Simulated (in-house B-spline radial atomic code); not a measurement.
The numbers below are computed, except where a source is named.
Weak and strong correlation along the adiabatic connection

Two-electron singlets in several external potentials (atomic units), by full CI in B-splines with partial waves to l = 8 (correlation energies up to 0.6 % small). The repulsion is scaled by λ at fixed density; W(λ) is the mean repulsion less the Hartree energy, W(0) = E_x, and the area under W from 0 to 1 is E_xc.

One system gave this curve:

```
   λ  W (hartree)
   0     -0.47061
0.02     -0.47261
0.05     -0.47553
0.12     -0.48202
0.25     -0.49299
 0.4     -0.50414
 0.6     -0.51693
 0.8      -0.5278
   1     -0.53712
 1.4     -0.55224
   2     -0.56884
   3     -0.58714
 4.5     -0.60377
   7     -0.61942
  10     -0.63017
```

(1) Which system is it?
A. −Z/r, Z = 1.07, wall at 6.91 bohr
B. ω²r²/2 − Z/r, ω = 0.908, Z = 3
C. −Z/r, Z = 4, wall at 0.5 bohr
D. ω²r²/2 − Z/r, ω = 0.0733, Z = 2

## Answers

(1) A. The exchange energy sets the size: −Z/r, Z = 1.07, wall at 6.91 bohr: E_x = -0.471, E_c = -0.0379; −Z/r, Z = 4, wall at 0.5 bohr: E_x = -4.12, E_c = -0.0468; ω²r²/2 − Z/r, ω = 0.908, Z = 3: E_x = -1.74, E_c = -0.0429; ω²r²/2 − Z/r, ω = 0.0733, Z = 2: E_x = -1.03, E_c = -0.042 hartree.
